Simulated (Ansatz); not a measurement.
`CCS[SiH3]`, relaxed with RKS PBE-D4/def2-SVP in Ansatz 0.2.0 from a rough embedded geometry. The force threshold is 0.03 eV/Å; the program also tests the step.

Total charge 0; spin multiplicity 1.

Start:

```xyz
12

C     1.383    1.421   -0.629
C     0.248    0.478   -0.519
S     0.381   -0.454    1.029
Si   -1.406   -1.617    1.091
H     1.477    2.137    0.156
H     1.382    1.970   -1.609
H     2.378    0.878   -0.654
H     0.237   -0.200   -1.318
H    -0.684    1.106   -0.557
H    -1.454   -2.455    2.253
H    -2.590   -0.761    0.923
H    -1.352   -2.503   -0.165
```

| step | energy (eV) | largest force (eV/Å) | largest move (Å) |
| --- | --- | --- | --- |
| 1 | -20898.3115 | 2.409 | 0.000 |
| 2 | -20898.5652 | 0.859 | 0.148 |
| 3 | -20898.5665 | 0.905 | 0.200 |
| 4 | -20898.6380 | 0.165 | 0.105 |
| 5 | -20898.6423 | 0.161 | 0.103 |
| 6 | -20898.6460 | 0.091 | 0.072 |
| 7 | -20898.6468 | 0.016 | 0.015 |

End:

```xyz
12

C     1.434    1.440   -0.652
C     0.269    0.467   -0.516
S     0.416   -0.462    1.082
Si   -1.401   -1.608    1.008
H     1.441    2.176    0.178
H     1.357    2.000   -1.606
H     2.407    0.908   -0.645
H     0.261   -0.263   -1.353
H    -0.701    1.007   -0.527
H    -1.426   -2.413    2.276
H    -2.617   -0.720    0.939
H    -1.440   -2.533   -0.183
```

Run time 20 s (2 threads of a server CPU on a shared host); peak host memory 0.17 GiB.
